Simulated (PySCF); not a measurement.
## Electron correlation in Ge- (germanium, charge -1)

[Ar] 3d10 4s2 4p3, high-spin 4S determinant. Calculation: PySCF 2.14, in x2c-TZVPPall with one added diffuse shell each of s, p, d type (7s6p5d1f, 57 functions); the spin-free X2C one-electron Hamiltonian (Gaussian nucleus). Frozen: [Ar] 3d10; 5 electrons correlated.

```tsv
level	correlation energy (mhartree)
CCSD	-79.14
(T)	-3.25
CCSD(T)	-82.39
```

Diagnostics: T1 = 0.0073, D1 = 0.0166, largest double amplitude 0.045.

**Question.** Is a single reference adequate?

**Answer.** Yes, within this model without spin-orbit coupling: T1 lies below 0.03 and no double amplitude reaches 0.07.
